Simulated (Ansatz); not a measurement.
The cluster Mg2Te, relaxed as a quintet with UKS B3LYP-D4/def2-TZVP in Ansatz, starting from the B3LYP-D4/def2-TZVP geometry of the neutral singlet. Force threshold 0.02 eV/Å.

In the def2 sets Te takes a core potential; there is no spin–orbit coupling. At B3LYP-D4/def2-TZVP a triplet of charge 0 lies 2.86 eV below the quintet, each at its own geometry. The structure comes from a short search, and lower isomers may exist.

Start:

```xyz
3

Mg    1.3053   -0.1730    0.8681
Mg    0.0390    0.0028   -1.5767
Te   -1.3443    0.1702    0.7086
```

(1) Estimate the energy that the relaxation releases and the steps that it takes.

(2) Does the start keep its bonding and symmetry?

(3) Predict the relaxed structure.

Answers

(1) 56.6 kJ/mol, in 7 steps; 19 s on 2 threads of AMD EPYC 7R13 on a shared host. No frequencies were taken in this run, so the end may be a saddle point.

(2) By distances, no bond broke or formed, bridged metal pairs apart. The bond that changes most is Mg1–Te3, from 2.68 to 2.90 Å (atoms count from 1). Metal–metal contacts that move far: Mg1–Mg2 2.76 to 3.54 Å. Point group C2v at the start, C2v at the end, both within 0.05 Å.

(3) 
```xyz
3

Mg    1.488   -0.198    1.214
Mg   -0.138    0.027   -1.925
Te   -1.350    0.171    0.711
```
Bond lengths (bridged metal pairs left out): 2 × Mg–Te 2.90 Å.
